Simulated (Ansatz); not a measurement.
Geometry optimisation, Ansatz 0.2.0, RKS B3LYP-D4/def2-SVP.

Input file:

```yaml
crystal:
  periodic: [false, false, false]
  atoms:
    - { symbol: Al, position_ang: [-1.054254, 1.404604, -1.393928] }
    - { symbol: O, position_ang: [0.734465, 0.143106, 0.871345] }
    - { symbol: C, position_ang: [0.64018, -1.246022, 1.114424] }
    - { symbol: Cl, position_ang: [-2.442358, -0.0897, -1.800661] }
    - { symbol: Cl, position_ang: [-1.553976, 3.283111, -0.659541] }
    - { symbol: H, position_ang: [1.28325, 0.293936, 0.085524] }
    - { symbol: F, position_ang: [0.590845, 1.093496, -1.82201] }
    - { symbol: H, position_ang: [-0.078628, -1.390599, 1.936729] }
    - { symbol: H, position_ang: [1.610172, -1.680141, 1.429467] }
    - { symbol: H, position_ang: [0.270104, -1.811791, 0.238649] }
basis:
  gaussian: { orbitals: def2-SVP }
hamiltonian:
  xc: b3lyp
  dispersion: d4
relax:
  f_tol: 0.03
  max_steps: 50
```

Run as:

```bash
$ ansatz run input.yaml --threads 2 --pin off --max-ram 3072MiB --backend cpu --events-out ev --progress --plain --runs-dir out
```

Problem. Where does it end, and by what steps?

Solution. It converged. After 13 steps the energy has fallen by 1.172 eV; Cl5 moved furthest, 1.06 Å. Joined: Al1–O2 (3.15 → 1.93 Å).

| step | energy less start (eV) | largest force component (eV/Å) | accepted |
| --- | --- | --- | --- |
| 0 | 0.0000 | 1.789 | yes |
| 1 | -0.2402 | 1.364 | yes |
| 2 | -0.5615 | 1.026 | yes |
| 3 | -0.8760 | 0.629 | yes |
| 4 | -0.9679 | 1.137 | yes |
| 5 | -1.0772 | 0.359 | yes |
| 6 | -1.1242 | 0.275 | yes |
| 7 | -1.1436 | 0.304 | yes |
| 8 | -1.1559 | 0.358 | yes |
| 9 | -1.1650 | 0.166 | yes |
| 10 | -1.1680 | 0.177 | yes |
| 11 | -1.1686 | 0.133 | yes |
| 12 | -1.1716 | 0.066 | yes |
| 13 | -1.1721 | 0.011 | yes |

```xyz
10
Properties=species:S:1:pos:R:3
Al -0.614 1.073 -0.973
O 0.644 0.143 0.166
C 0.371 -1.018 0.977
Cl -1.952 -0.485 -1.498
Cl -1.389 2.657 0.181
H 1.480 0.071 -0.325
F 0.589 1.430 -2.087
H -0.504 -0.772 1.590
H 1.233 -1.213 1.628
H 0.143 -1.885 0.342
```

Whether the end is a true minimum wasn't checked by a vibrational analysis.

Time of the run: 43 s on 2 threads of Intel(R) Xeon(R) Platinum 8375C CPU @ 2.90GHz (Ice Lake) (shared host), peak memory 0.3 GiB.
